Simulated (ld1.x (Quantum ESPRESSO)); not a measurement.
Configuration tests for W (RRKJ)

```
Element                 : tungsten
Generator               : ld1.x (Quantum ESPRESSO) 7.5
Type                    : norm-conserving RRKJ (Kleinman–Bylander form)
Functional              : PBE
Relativity              : scalar-relativistic
Frozen core             : [Kr] 4d10 4f14 5s2
Valence charge          : 12
Reference configuration : 5p6 5d4 6s2 6p0
Partial waves           : 5p (bound): rc 2.10 bohr; 5d (bound): rc 2.70 bohr; 6s (bound): rc 2.75 bohr
Local potential         : the s channel
Core correction         : Bessel-smoothed model core, default radius (core density twice the valence density)
```

Energies are relative to the spin-unpolarised reference configuration 5p6 5d4 6s2 6p0; without spin polarisation the order of configurations can differ from experiment. The frozen-core shift is the all-electron ΔE with the core orbitals held at their reference shape minus the fully relaxed ΔE.

```
valence configuration  charge  ΔE all-electron (eV)  error AE − PS (meV)  frozen-core shift (meV)
      5p6 5d4 6s0 6p0      +2                24.563                  -46                     +9.2
      5p6 5d3 6s0 6p0      +3                49.945                  -90                      +33
  5p6 5d4.5 6s1.5 6p0       0                 0.695                 -5.7                     +3.6
      5p6 5d5 6s1 6p0       0                 1.539                  -19                     +8.8
      5p6 5d5 6s0 6p0      +1                 9.692                  -39                      +15
```

Question: What are ΔE and the potential's error for 5p6 5d4 6s0 6p1?

Answer: ΔE = 14.336 eV all-electron; the error (AE − PS) is -851 meV.

Question: What are ΔE and the potential's error for 5p6 5d4 6s1 6p0?

Answer: ΔE = 8.883 eV all-electron; the error (AE − PS) is -8.3 meV.

Levels in the configuration 5p6 5d4.5 6s1.5 6p0:

```json
{"level": "5p", "all-electron (eV)": "-42.258", "pseudo (eV)": "-42.179"}
{"level": "5d", "all-electron (eV)": "-3.864", "pseudo (eV)": "-3.854"}
{"level": "6s", "all-electron (eV)": "-5.413", "pseudo (eV)": "-5.418"}
```
